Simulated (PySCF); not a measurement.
**Orbital energies, ionisation energy and electron affinity**

Compound: ZrBrCl3 (singlet state).
Geometry (PBE0-D3(BJ)/def2-SVP, Å), atoms numbered from 1 in this order:
```
atom  x, y, z in Å
Zr1   -0.0074    0.0079   -0.0098
Br2   -0.0600   -0.0791    2.4641
Cl3    2.1898    0.0120   -0.7405
Cl4   -1.0651    1.9133   -0.8096
Cl5   -1.0573   -1.8541   -0.9043
```

Level: CAM-B3LYP/def2-SVPD (PySCF). Frontier orbitals with their largest atomic shares (Löwdin; up to four atoms above 4 %):

| orbital | ε (eV) | main atoms |
| --- | --- | --- |
| HOMO−3 | -11.54 | Cl5 30 %, Cl4 25 %, Cl3 24 %, Br2 10 % |
| HOMO−2 | -11.11 | Cl4 33 %, Cl5 33 %, Cl3 32 % |
| HOMO−1 | -10.59 | ? |
| HOMO | -10.58 | ? |
| LUMO | -1.81 | Zr1 70 %, Br2 8 %, Cl5 8 %, Cl4 7 % |
| LUMO+1 | -1.81 | Zr1 70 %, Br2 8 %, Cl3 8 %, Cl4 7 % |
| LUMO+2 | -1.12 | Zr1 63 %, Br2 12 %, Cl4 9 %, Cl5 8 % |

Q: What vertical ionisation energy does ΔSCF give, and how far is −ε(HOMO) from it?

A: ΔSCF: 11.46 eV (1106 kJ/mol; threshold wavelength 108 nm); ⟨S²⟩ of the doublet left behind is 0.763, against 0.75 for a pure doublet. −ε(HOMO) is 10.58 eV, 0.88 eV below it. For the exact functional −ε(HOMO) would equal the first vertical ionisation energy; CAM-B3LYP (range-separated hybrid) falls short of its own ΔSCF value by 8 %. Holes in the HOMO−1 and HOMO−2 were tried too where these lie within 1.2 eV of the HOMO; the lowest converged state counts.

Q: On which atoms does the HOMO lie?

A: HOMO: Br2 74 %, Cl3 14 %, Cl5 7 %, Zr1 4 %; HOMO−1: Br2 74 %, Cl4 13 %, Cl5 8 %, Zr1 4 %. These 2 orbitals lie within 0.02 eV of one another. The HOMO−2 lies 0.53 eV lower.

Q: And the vertical electron affinity, the fundamental gap, Mulliken's electronegativity and the hardness (with the factor ½)?

A: EA = 1.39 eV by ΔSCF (−ε(LUMO) = 1.81 eV). IE − EA = 10.07 eV against an orbital gap of 8.77 eV; (IE + EA)/2 = 6.43 eV; (IE − EA)/2 = 5.04 eV. Parr's electrophilicity index (IE + EA)²/[8(IE − EA)] is 2.05 eV.

Q: What total energies stand behind the ΔSCF value?

A: E(N) = -4001.52441 Eh and E(N − 1) = -4001.10330 Eh at the same geometry, 0.42111 Eh apart. With one more electron, E(N + 1) = -4001.57543 Eh.

Q: With α = 103.3 au, estimate the like-pair dispersion coefficient by London's formula C6 = (3/4)α²I.

A: I = 0.4211 Eh, so C6 ≈ 3370 au, a rough estimate.

Q: How many of the 10 lowest singlet excitations (vertical TDDFT, same level) lie below the ionisation energy?

A: All 10; they run from 5.27 to 6.19 eV.

Q: Shift the occupied levels rigidly so that −ε(HOMO) equals the ΔSCF value. What binding energies result?

A: The shift is +0.88 eV: HOMO 11.46, HOMO−1 11.47, HOMO−2 11.99, HOMO−3 12.42 eV. A rigid shift is only a rough guide to the deeper ionisations.

Isolated species at its PBE0-D3(BJ)/def2-SVP geometry, gas phase. Atoms past krypton carry effective core potentials; spin–orbit coupling is left out. The calculation is non-relativistic apart from the core potentials, for bromine too.
